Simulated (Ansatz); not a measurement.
## Molecular dynamics of C₂H₉AlClN

Input file:

```yaml
crystal:
  periodic: [false, false, false]
  atoms:
    - { symbol: Al, position_ang: [-0.307402, 0.166287, 0.007533] }
    - { symbol: C, position_ang: [1.583968, -0.207531, 0.694989] }
    - { symbol: C, position_ang: [-0.67922, -0.188099, -1.8764] }
    - { symbol: "N", position_ang: [-1.118527, 1.44642, 0.949391] }
    - { symbol: H, position_ang: [0.444236, -1.377258, 1.017284] }
    - { symbol: Cl, position_ang: [-0.724401, -2.181607, 1.092405] }
    - { symbol: H, position_ang: [1.850894, -0.285564, 1.755614] }
    - { symbol: H, position_ang: [1.921787, 0.803302, 0.405] }
    - { symbol: H, position_ang: [2.210134, -0.902014, 0.1239] }
    - { symbol: H, position_ang: [-0.295329, -1.165876, -2.18882] }
    - { symbol: H, position_ang: [-0.218191, 0.569426, -2.522285] }
    - { symbol: H, position_ang: [-1.755871, -0.180029, -2.083615] }
    - { symbol: H, position_ang: [-2.038095, 1.803135, 0.727777] }
    - { symbol: H, position_ang: [-0.873882, 1.699207, 1.897226] }
basis:
  gaussian: { orbitals: "6-31G*" }
hamiltonian:
  xc: pbe0
md:
  timestep: 0.5
  n_steps: 200
  ensemble: nve
  temperature: 300.0
  initial_velocities: maxwell_boltzmann
  seed: 10550
```

Run as:

```bash
$ ansatz run input.yaml --threads 2 --pin off --max-ram 3072MiB --backend cpu --events-out ev --progress --plain --runs-dir out
```

It starts at the highest image of a converged band, a first-order saddle point between two minima.

Output, in part (one step line in 4, the closing report, with atoms numbered from 0):

```
md step     0: t =     0.00 fs  T =   300.0 K  F+E_penalty+E_count = -22818.77568232 eV  E_kin = 0.465336 eV  conserved = -22818.31034632 eV  (25 SCF iters)
md step     4: t =     2.00 fs  T =   212.8 K  F+E_penalty+E_count = -22818.63808443 eV  E_kin = 0.330043 eV  conserved = -22818.30804177 eV  (29 SCF iters)
md step     8: t =     4.00 fs  T =   171.8 K  F+E_penalty+E_count = -22818.57479888 eV  E_kin = 0.266519 eV  conserved = -22818.30828036 eV  (29 SCF iters)
md step    12: t =     6.00 fs  T =   171.7 K  F+E_penalty+E_count = -22818.57569532 eV  E_kin = 0.266375 eV  conserved = -22818.30932004 eV  (30 SCF iters)
md step    16: t =     8.00 fs  T =   117.7 K  F+E_penalty+E_count = -22818.49036405 eV  E_kin = 0.182600 eV  conserved = -22818.30776436 eV  (30 SCF iters)
md step    20: t =    10.00 fs  T =   165.5 K  F+E_penalty+E_count = -22818.56592927 eV  E_kin = 0.256664 eV  conserved = -22818.30926497 eV  (30 SCF iters)
md step    24: t =    12.00 fs  T =   164.1 K  F+E_penalty+E_count = -22818.56349397 eV  E_kin = 0.254588 eV  conserved = -22818.30890639 eV  (31 SCF iters)
md step    28: t =    14.00 fs  T =   117.0 K  F+E_penalty+E_count = -22818.48975333 eV  E_kin = 0.181550 eV  conserved = -22818.30820363 eV  (30 SCF iters)
md step    32: t =    16.00 fs  T =   131.3 K  F+E_penalty+E_count = -22818.51212159 eV  E_kin = 0.203632 eV  conserved = -22818.30848993 eV  (31 SCF iters)
md step    36: t =    18.00 fs  T =   153.2 K  F+E_penalty+E_count = -22818.54681605 eV  E_kin = 0.237618 eV  conserved = -22818.30919762 eV  (30 SCF iters)
md step    40: t =    20.00 fs  T =   150.2 K  F+E_penalty+E_count = -22818.54077439 eV  E_kin = 0.233005 eV  conserved = -22818.30776988 eV  (31 SCF iters)
md step    44: t =    22.00 fs  T =   232.9 K  F+E_penalty+E_count = -22818.67115778 eV  E_kin = 0.361271 eV  conserved = -22818.30988657 eV  (29 SCF iters)
md step    48: t =    24.00 fs  T =   184.9 K  F+E_penalty+E_count = -22818.59538262 eV  E_kin = 0.286791 eV  conserved = -22818.30859139 eV  (29 SCF iters)
md step    52: t =    26.00 fs  T =   142.1 K  F+E_penalty+E_count = -22818.52843707 eV  E_kin = 0.220358 eV  conserved = -22818.30807927 eV  (24 SCF iters)
md step    56: t =    28.00 fs  T =   169.6 K  F+E_penalty+E_count = -22818.57242258 eV  E_kin = 0.263063 eV  conserved = -22818.30935974 eV  (29 SCF iters)
md step    60: t =    30.00 fs  T =   134.2 K  F+E_penalty+E_count = -22818.51630542 eV  E_kin = 0.208146 eV  conserved = -22818.30815968 eV  (29 SCF iters)
md step    64: t =    32.00 fs  T =   167.7 K  F+E_penalty+E_count = -22818.56917738 eV  E_kin = 0.260172 eV  conserved = -22818.30900498 eV  (29 SCF iters)
md step    68: t =    34.00 fs  T =   187.7 K  F+E_penalty+E_count = -22818.60011639 eV  E_kin = 0.291194 eV  conserved = -22818.30892268 eV  (29 SCF iters)
md step    72: t =    36.00 fs  T =   170.5 K  F+E_penalty+E_count = -22818.57297364 eV  E_kin = 0.264515 eV  conserved = -22818.30845833 eV  (26 SCF iters)
md step    76: t =    38.00 fs  T =   189.4 K  F+E_penalty+E_count = -22818.60246714 eV  E_kin = 0.293717 eV  conserved = -22818.30874986 eV  (29 SCF iters)
md step    80: t =    40.00 fs  T =   196.8 K  F+E_penalty+E_count = -22818.61455467 eV  E_kin = 0.305314 eV  conserved = -22818.30924055 eV  (29 SCF iters)
md step    84: t =    42.00 fs  T =   172.4 K  F+E_penalty+E_count = -22818.57537629 eV  E_kin = 0.267447 eV  conserved = -22818.30792977 eV  (29 SCF iters)
md step    88: t =    44.00 fs  T =   233.3 K  F+E_penalty+E_count = -22818.67175479 eV  E_kin = 0.361930 eV  conserved = -22818.30982446 eV  (28 SCF iters)
md step    92: t =    46.00 fs  T =   191.4 K  F+E_penalty+E_count = -22818.60546392 eV  E_kin = 0.296840 eV  conserved = -22818.30862428 eV  (29 SCF iters)
md step    96: t =    48.00 fs  T =   151.6 K  F+E_penalty+E_count = -22818.54298171 eV  E_kin = 0.235124 eV  conserved = -22818.30785762 eV  (24 SCF iters)
md step   100: t =    50.00 fs  T =   211.6 K  F+E_penalty+E_count = -22818.63780055 eV  E_kin = 0.328270 eV  conserved = -22818.30953080 eV  (29 SCF iters)
md step   104: t =    52.00 fs  T =   193.3 K  F+E_penalty+E_count = -22818.60821692 eV  E_kin = 0.299892 eV  conserved = -22818.30832480 eV  (29 SCF iters)
md step   108: t =    54.00 fs  T =   237.4 K  F+E_penalty+E_count = -22818.67692580 eV  E_kin = 0.368192 eV  conserved = -22818.30873418 eV  (28 SCF iters)
md step   112: t =    56.00 fs  T =   302.8 K  F+E_penalty+E_count = -22818.77920564 eV  E_kin = 0.469609 eV  conserved = -22818.30959666 eV  (28 SCF iters)
md step   116: t =    58.00 fs  T =   266.5 K  F+E_penalty+E_count = -22818.72154979 eV  E_kin = 0.413320 eV  conserved = -22818.30822996 eV  (29 SCF iters)
md step   120: t =    60.00 fs  T =   286.8 K  F+E_penalty+E_count = -22818.75330315 eV  E_kin = 0.444788 eV  conserved = -22818.30851484 eV  (30 SCF iters)
md step   124: t =    62.00 fs  T =   331.0 K  F+E_penalty+E_count = -22818.82313443 eV  E_kin = 0.513382 eV  conserved = -22818.30975200 eV  (28 SCF iters)
md step   128: t =    64.00 fs  T =   292.2 K  F+E_penalty+E_count = -22818.76108580 eV  E_kin = 0.453201 eV  conserved = -22818.30788476 eV  (28 SCF iters)
md step   132: t =    66.00 fs  T =   337.4 K  F+E_penalty+E_count = -22818.83289549 eV  E_kin = 0.523421 eV  conserved = -22818.30947471 eV  (28 SCF iters)
md step   136: t =    68.00 fs  T =   316.8 K  F+E_penalty+E_count = -22818.80059121 eV  E_kin = 0.491386 eV  conserved = -22818.30920533 eV  (28 SCF iters)
md step   140: t =    70.00 fs  T =   243.3 K  F+E_penalty+E_count = -22818.68513815 eV  E_kin = 0.377415 eV  conserved = -22818.30772359 eV  (28 SCF iters)
md step   144: t =    72.00 fs  T =   285.6 K  F+E_penalty+E_count = -22818.75240326 eV  E_kin = 0.443052 eV  conserved = -22818.30935080 eV  (28 SCF iters)
md step   148: t =    74.00 fs  T =   276.1 K  F+E_penalty+E_count = -22818.73716105 eV  E_kin = 0.428308 eV  conserved = -22818.30885343 eV  (28 SCF iters)
md step   152: t =    76.00 fs  T =   284.2 K  F+E_penalty+E_count = -22818.74915391 eV  E_kin = 0.440881 eV  conserved = -22818.30827341 eV  (28 SCF iters)
md step   156: t =    78.00 fs  T =   355.6 K  F+E_penalty+E_count = -22818.86144685 eV  E_kin = 0.551620 eV  conserved = -22818.30982647 eV  (28 SCF iters)
md step   160: t =    80.00 fs  T =   311.2 K  F+E_penalty+E_count = -22818.79114986 eV  E_kin = 0.482672 eV  conserved = -22818.30847807 eV  (29 SCF iters)
md step   164: t =    82.00 fs  T =   299.1 K  F+E_penalty+E_count = -22818.77211992 eV  E_kin = 0.463926 eV  conserved = -22818.30819414 eV  (29 SCF iters)
md step   168: t =    84.00 fs  T =   340.2 K  F+E_penalty+E_count = -22818.83765375 eV  E_kin = 0.527656 eV  conserved = -22818.30999775 eV  (28 SCF iters)
md step   172: t =    86.00 fs  T =   282.8 K  F+E_penalty+E_count = -22818.74648863 eV  E_kin = 0.438670 eV  conserved = -22818.30781896 eV  (28 SCF iters)
md step   176: t =    88.00 fs  T =   327.0 K  F+E_penalty+E_count = -22818.81643009 eV  E_kin = 0.507161 eV  conserved = -22818.30926935 eV  (28 SCF iters)
md step   180: t =    90.00 fs  T =   331.6 K  F+E_penalty+E_count = -22818.82386168 eV  E_kin = 0.514355 eV  conserved = -22818.30950657 eV  (29 SCF iters)
md step   184: t =    92.00 fs  T =   260.8 K  F+E_penalty+E_count = -22818.71225831 eV  E_kin = 0.404518 eV  conserved = -22818.30774018 eV  (31 SCF iters)
md step   188: t =    94.00 fs  T =   300.3 K  F+E_penalty+E_count = -22818.77529255 eV  E_kin = 0.465756 eV  conserved = -22818.30953665 eV  (29 SCF iters)
md step   192: t =    96.00 fs  T =   270.9 K  F+E_penalty+E_count = -22818.72877460 eV  E_kin = 0.420131 eV  conserved = -22818.30864401 eV  (29 SCF iters)
md step   196: t =    98.00 fs  T =   276.7 K  F+E_penalty+E_count = -22818.73788235 eV  E_kin = 0.429255 eV  conserved = -22818.30862756 eV  (29 SCF iters)
md step   200: t =   100.00 fs  T =   329.3 K  F+E_penalty+E_count = -22818.82035494 eV  E_kin = 0.510735 eV  conserved = -22818.30962001 eV  (28 SCF iters)
Total energy: -22818.82038495 eV, -838.5761819948 hartree
Atom 0 at    -0.095432     0.470297    -0.119406 Å, force    -0.321441     0.234185    -0.084238 eV/Å
Atom 1 at     1.721768     0.131454     0.526824 Å, force     0.692480     1.014554     0.586260 eV/Å
Atom 2 at    -0.746490    -0.013838    -1.884118 Å, force    -0.053830    -0.130585    -0.251145 eV/Å
Atom 3 at    -1.231169     1.459576     0.864467 Å, force     1.729423    -0.445479     0.604281 eV/Å
Atom 4 at    -0.179733    -3.602813     1.497449 Å, force     0.579301    -0.795141     0.134337 eV/Å
Atom 5 at    -0.842768    -2.558863     1.278063 Å, force    -0.623662     0.814093    -0.132511 eV/Å
Atom 6 at     1.635637     0.129654     1.630781 Å, force     0.197404     0.164596    -0.161757 eV/Å
Atom 7 at     2.481324     0.929852     0.258788 Å, force    -0.869127    -0.636060     0.272877 eV/Å
Atom 8 at     2.208605    -0.809474     0.296437 Å, force    -0.092617    -0.425149    -0.368854 eV/Å
Atom 9 at    -0.797493    -1.101748    -2.002084 Å, force     0.088252    -0.069352    -0.102914 eV/Å
Atom 10 at    -0.019467     0.363764    -2.610401 Å, force     0.110818    -0.103482    -0.199591 eV/Å
Atom 11 at    -1.718773     0.382562    -2.191909 Å, force    -0.073180     0.083468     0.182186 eV/Å
Atom 12 at    -2.153985     1.692347     0.609452 Å, force    -1.147431     0.304600    -0.303567 eV/Å
Atom 13 at    -0.996680     1.811744     1.787928 Å, force    -0.216390    -0.010249    -0.175365 eV/Å
Dipole moment:     0.088408    -0.287488     0.232358 e Å
```

The run went to its last step. The conserved energy stayed within 0.2 meV per atom of its start (net change 0.052 meV per atom), so the integration is sound. A run of 0.1 ps of so small a system gives no equilibrium averages. The orbitals stay closed-shell, which can raise the energy where a bond breaks towards radicals; this wasn't checked here.

Between its relaxed ends the band would form Al1–Cl6, C2–H5 and break Al1–C2, H5–Cl6. These pairs go: Al1–Cl6 2.62 → 3.42 Å, C2–H5 1.66 → 4.30 Å, Al1–C2 2.05 → 1.96 Å, H5–Cl6 1.42 → 1.26 Å. In the last frame they stand as before the step (other bonds may differ from the relaxed reactants and products). It ends as C2H8AlN + ClH. Pairs count as bonded within 1.25 times the sum of covalent radii (0.12 Å more for H–H).

Last frame:

```xyz
14
Properties=species:S:1:pos:R:3
Al -0.095 0.470 -0.119
C 1.722 0.132 0.527
C -0.747 -0.014 -1.884
N -1.231 1.460 0.865
H -0.180 -3.603 1.497
Cl -0.843 -2.559 1.278
H 1.636 0.130 1.631
H 2.481 0.930 0.259
H 2.209 -0.809 0.296
H -0.797 -1.102 -2.002
H -0.019 0.364 -2.610
H -1.719 0.383 -2.192
H -2.154 1.692 0.610
H -0.997 1.812 1.788
```

Run time: 8.6 min on 2 threads of Intel(R) Xeon(R) Platinum 8488C (Sapphire Rapids), on a shared host, peak memory 0.25 GiB.
